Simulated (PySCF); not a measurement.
Electron correlation in Pb⁺ (lead, charge +1)

[Xe] 4f14 5d10 6s2 6p1, 2P determinant. All numbers are calculated (PySCF 2.14, scalar relativity through the core potential, in cc-pVDZ-PP with ECP60MDF (4s3p2d, 23 functions)). Frozen: 5s2 5p6 5d10; 3 electrons correlated.

MP2 pair energies summed by pair of shells (mhartree):

```tsv
pair	energy	share (%)
6s-6s	-12.90	59.1
6s-6p	-8.93	40.9
```

Total MP2 correlation energy: -21.84 mhartree.

Same-spin part -1.78 and opposite-spin part -20.05 mhartree; SCS-MP2 scales them by 1/3 and 6/5 to -24.66 mhartree.

| level | correlation energy (mhartree) |
| --- | --- |
| CCSD | -31.43 |
| (T) | -0.20 |
| CCSD(T) | -31.63 |

Diagnostics: T1 = 0.0066, D1 = 0.0149, largest double amplitude 0.074.

**Question.** Is a single reference adequate?

**Answer.** Mostly. T1 lies below 0.03, but a double amplitude of this size points to a near-degeneracy that CCSD handles and MP2 describes poorly.
